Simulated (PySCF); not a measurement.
## NbS2, doublet: structure and spectrum

These are results of UB3LYP in PySCF with Nb def2-SVP with ECP28, S def2-SVP; scalar-relativistic core potentials, no spin–orbit coupling; density-fitted integrals, not measurements.

The structure is a minimum.

* Point group: C2v
* Bond lengths: Nb–S 2.154 Å (×2)
* Bond angles: S–Nb–S 107.6°
* Lowest empty level (α): -3.48 eV
* Spin squared ⟨S²⟩: 0.767
* Rotational constants: 0.2749, 0.08723, 0.06622 cm⁻¹
* Principal polarisabilities: 72.6, 75.9, 105.5 bohr³
* Atomisation energy without zero-point energy: 1002 kJ/mol
* Enthalpy at 298.15 K above 0 K: 12.47 kJ/mol
* Heat capacity Cp at 298.15 K: 50.6 J/(mol K)
* Entropy at 298.15 K and 1 bar (electronic part: spin only): 296.8 J/(mol K)
* Highest occupied level (α): -6.07 eV
* Dipole moment: 5.07 D
* Zero-point energy: 7.6 kJ/mol
* Principal quadrupole moments (Buckingham, traceless) about the centre of mass: -8.79, 0.83, 7.96 D Å
* Rotational symmetry number: 2

Harmonic modes (masses in u: Nb 92.906, S 31.972):
| symmetry | ω (cm⁻¹) | IR (km/mol) | μ (u) | type |
| --- | --- | --- | --- | --- |
| a1 | 181 | 0.0 | 36.45 | bend |
| b2 | 548 | 88.1 | 40.11 | stretch |
| a1 | 548 | 12.8 | 37.37 | stretch |

In C2v the vibrations span 2a1 + b2. Here b1 is antisymmetric to the molecular plane and b2 lies in it.

Charges (e):
```csv
atom,Mulliken,Löwdin,polar tensor,spin (Mulliken),Mayer order to Nb1
Nb1,0.31,-0.48,1.05,1.23,–
"S2,3",-0.15,0.24,-0.52,-0.12,2.44
```

Mulliken populations on Nb1 (electrons outside its core potential): s 2.60, p 6.36, d 3.70, f 0.03.

Outer orbital energies (eV). α occupied: -17.59, -8.68, -8.56, -8.09, -7.82, -7.60, -6.52, -6.07; empty: -3.48, -3.41, -2.22, -1.65. β occupied: -17.98, -17.70, -8.59, -8.49, -8.02, -7.77, -7.59, -6.60; empty: -3.37, -3.01, -2.74, -1.93.

Formally Nb is in oxidation state +4, d1, with 1 unpaired electron. The Mulliken spin on Nb is 1.23. The polar-tensor charge on Nb, 1.05, is far below the formal one.

Other isomers or separated fragments may lie lower. Open d and f shells are described by one determinant, and the ground state may have another occupation or spin.

The final relaxation and frequency run took 35 s on 2 threads of a shared Arm Neoverse N1 host, with 67 basis functions and 8 gradients; the process peaked at 0.67 GiB.
